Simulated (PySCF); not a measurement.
Se(SH)(SiH3) (H4SSeSi), SMILES [SiH3][Se]S. Atoms are numbered in the order given.

```xyz
7

Se     0.3782    -0.1950     0.6570
S      0.7175     1.4917    -0.7791
H     -0.1279     2.3745    -0.1929
Si    -1.3589    -1.1165    -0.5285
H     -0.9154    -1.4922    -1.9003
H     -2.4963    -0.1552    -0.6128
H     -1.7741    -2.3331     0.2333
```
Charge 0, spin multiplicity 1.

Geometry optimised at r2SCAN-D4/def2-SVP. The values are those of a single conformer.

The numbers are results of PBE0/def2-TZVPD (PySCF), not measurements.

ESP charges are fitted to the potential on shells at 1.4 to 2.0 van der Waals radii. Atomic charges (e):

| atom | ESP fit | meta-Löwdin |
|---|---|---|
| Se1 | -0.07 | -0.09 |
| S2 | (withheld) | -0.17 |
| H3 | (withheld) | 0.11 |
| Si4 | 0.07 | 0.39 |
| H5 | (withheld) | -0.08 |
| H6 | (withheld) | -0.08 |
| H7 | (withheld) | -0.08 |

Q: What belongs in the gaps? (An estimate is asked for; the answer gives what the named calculation found.)

A: 
- S2, ESP fit: -0.16
- H3, ESP fit: 0.16
- H5, ESP fit: 0.00
- H6, ESP fit: -0.03
- H7, ESP fit: 0.02
